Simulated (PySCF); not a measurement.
ClH3SeSi. Atoms are numbered in the order given.

```xyz
6

Se     0.7774     0.0868     0.0000
Cl    -0.8375     1.5840     0.0000
Si    -0.6701    -1.6904     0.0000
H      0.2272    -2.8842     0.0000
H     -1.5192    -1.6643    -1.2231
H     -1.5192    -1.6643     1.2231
```

Geometry: PBE0-D3(BJ)/def2-SVP.

Method: PBE/def2-TZVPD (PySCF).

Isolated molecule, no solvent.

Computed frontier levels, gap, dipole moment and polarisability:
The highest occupied level comes out as -5.92 eV and the lowest empty level is -3.55 eV. The orbital gap is 2.37 eV. The dipole moment is 1.62 D and the quadrupole, principal values (traceless, Buckingham form, about the centre of nuclear charge) is -2.96, 0.56, 2.40 D·Å. The mean static polarisability is 75.6 bohr³ (11.21 Å³) and the polarisability, principal values is 60.6, 74.1, 92.2 bohr³.
